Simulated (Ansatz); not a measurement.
The cluster Ag₂H₃⁻ (the lowest singlet isomer of a short search) was relaxed with r2SCAN-D4 (def2-TZVPD) in Ansatz in these states: charge -1 quintet, charge -1 singlet. The geometries follow in no particular order.

In the def2 sets Ag takes a core potential; there is no spin–orbit coupling.

A:

```xyz
5

Ag   -1.1833    0.7399   -0.2573
Ag    1.2388   -0.5690    0.3943
H     2.2786   -1.8451    0.2404
H     0.2834    0.8730    0.7001
H    -2.6175    0.8013   -1.0775
```

B:

```xyz
5

Ag   -0.937    0.804   -0.762
Ag    0.690    0.005    1.276
H     2.201    0.238    0.460
H     0.190   -0.621   -0.395
H    -2.144   -0.427   -0.580
```

Judge from the bond lengths which geometry belongs to which state (an estimate).

A is the charge -1 singlet (Ag1–Ag2 2.829 Å, Ag1–H4 1.757 Å, Ag2–H4 1.757 Å); B is the charge -1 quintet (Ag1–Ag2 2.727 Å, Ag1–H4 1.853 Å, Ag2–H4 1.853 Å).

At r2SCAN-D4/def2-TZVPD the highest occupied level of the charge -1 quintet lies above zero (up to 0.59 eV). It is a level of α spin, whose loss leaves a quartet; that state wasn't run at this geometry and level. The electron is either unbound and held by the finite basis, or the level is raised by self-interaction error. At PBE0-D4/def2-TZVPD a singlet lies 5.84 eV below the charge -1 quintet. These are the stationary points nearest to one start from a short search; other shapes may lie lower in each state.
